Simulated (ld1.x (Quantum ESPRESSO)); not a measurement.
# Pseudopotential generation for Ir: TM, LDA (PZ), scalar-relativistic.

```json
{
 "Element": "Ir (Z = 77)",
 "Generator": "ld1.x (Quantum ESPRESSO) 7.5",
 "Type": "norm-conserving Troullier–Martins (Kleinman–Bylander form)",
 "Functional": "LDA (PZ)",
 "Relativity": "scalar-relativistic",
 "Frozen core": "[Kr] 4d10 4f14",
 "Valence charge": "17",
 "Reference configuration": "5s2 5p6 5d7 6s2 6p0",
 "Partial waves": "5s (bound): rc 1.30 bohr; 5p (bound): rc 1.80 bohr; 5d (bound): rc 1.95 bohr",
 "Local potential": "all-electron potential smoothed inside 1.90 bohr (lloc = -2)",
 "Core correction": "Bessel-smoothed model core inside 1.15 bohr"
}
```

Occupied shells without a wave of their own: 6s. They enter only through the test configuration that unscreens the potential, and ld1.x also counts them in the model core charge.

Poles of the logarithmic derivatives, all-electron (AE) and pseudo (PS). s: poles at -7.1, 4.5 (AE) and -7.1, 3.7 (PS) Ry. p: poles at -3.8 (AE) and -3.8 (PS) Ry. d: poles at 0.5 (AE) and 0.6 (PS) Ry. Test radius 2.14 bohr.

* Cutoffs needed: 90 Ry and 160 Ry (the cutoffs (Ry, on a coarse ladder) from which the occupation-weighted sum of valence levels, in a spherical-Bessel basis at the reference potential, stays within 10 and 1 mRy of its value at 400 Ry)
* Ghost test: no extra level below or beside the all-electron valence levels (s, p, d, f tested) (spherical-Bessel basis up to 400 Ry, 20 bohr box)
* Largest excitation error: -1268 meV (all-electron minus pseudo) for 5s2 5p6 5d5 6s0 6p0, out of 7 test configurations

ld1.x takes every shell without a wave as core, so the model core holds the 6s electrons as well and exchange and correlation see them twice. This cancels in the reference configuration, but the file is broken for other ones, and its errors say nothing about a proper core correction.
